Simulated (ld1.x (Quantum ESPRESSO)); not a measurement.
# Transferability test, TM potential for As (Z = 33)

ld1.x (Quantum ESPRESSO) 7.5 input, shortened:

```
&input
   title='As', zed=33., rel=1, dft='PBESOL', iswitch=3,
   config='[Ar] 3d10 4s2 4p3 4d-2'
 /
 &inputp
   pseudotype=2, tm=.true., lloc=2,
   nlcc=.false.
 /
3
4S  1  0   2.00   0.00  1.70  1.70  0.0
4P  2  1   3.00   0.00  1.70  1.70  0.0
4D  3  2  -2.00  -0.15  1.48  1.48  0.0
 &test
   configts(1)='4s2 4p3'
 /
```

Energies are relative to the spin-unpolarised reference configuration 4s2 4p3; without spin polarisation the order of configurations can differ from experiment. Not all tests gave a result: 3 of 7 tests not solved or not reliable. Left out of the table: 4s2 4p1 (solver errors, printed error -47.2 eV); 4s2 4p0 (solver errors, printed error -23.7 eV); 4s1 4p3 (solver errors, printed error -5.3 eV).

```tsv
valence configuration	charge	ΔE all-electron (eV)	error AE − PS (meV)
4s2 4p3.3	-0.3	-1.234	+5.1
4s0 4p5	0	19.073	+16
```

Question: What are ΔE and the potential's error for 4s1 4p4?

Answer: ΔE = 9.425 eV all-electron; the error (AE − PS) is +4.2 meV.

Question: What are ΔE and the potential's error for 4s2 4p2?

Answer: ΔE = 9.158 eV all-electron; the error (AE − PS) is +0.8 meV.

ld1.x printed “convergence not achieved” for 3 of the counted tests; their residual had stalled under 1e-8, short of the target of 1e-14.

Note: ghost states, extra bound levels that the all-electron valence spectrum of the same l lacks: s at -902.4 eV, p at -413.5 eV. A true bound ghost makes a file unfit for plane-wave use.
